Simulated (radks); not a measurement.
Task: Ionisation of neutral phosphorus, [Ne] 3s2 3p3, to [Ne] 3s2 3p2 as the strength of local exchange is varied. Calculated with a radial shooting solver on a logarithmic mesh with Libxc functionals: scalar-relativistic Kohn-Sham, Slater X-alpha exchange (alpha = 2/3 is LDA exchange), no correlation, spin-polarised, spherical densities, point nucleus; open shells are filled with parallel spins first.

| alpha | E(P) (hartree) | exchange (hartree) | IE (eV) | -e of the level emptied (eV) | <r> of it (bohr) |
|---|---|---|---|---|---|
| 0.585 | -337.19863 | -18.10731 | 8.774 | 4.728 (3p) | 2.442 |
| 0.668 | -339.77675 | -20.81411 | 9.692 | 5.536 (3p) | 2.367 |
| 0.687 | -340.36933 | -21.43849 | 9.908 | 5.727 (3p) | 2.351 |
| 0.893 | -346.85151 | -28.32166 | 12.384 | 7.968 (3p) | 2.195 |
| 1.037 | -351.44493 | -33.25618 | 14.258 | 9.702 (3p) | 2.102 |
| x | -339.74559 | -20.78129 | 9.681 | 5.526 (3p) | 2.368 |

Which alpha was used in the last row?

Result: alpha = 0.667. NIST Atomic Spectra Database: 10.487 eV (measured). The Delta-SCF value meets it near alpha = 0.74. Open shells are spherical and high-spin; term and fine-structure splittings are not resolved.
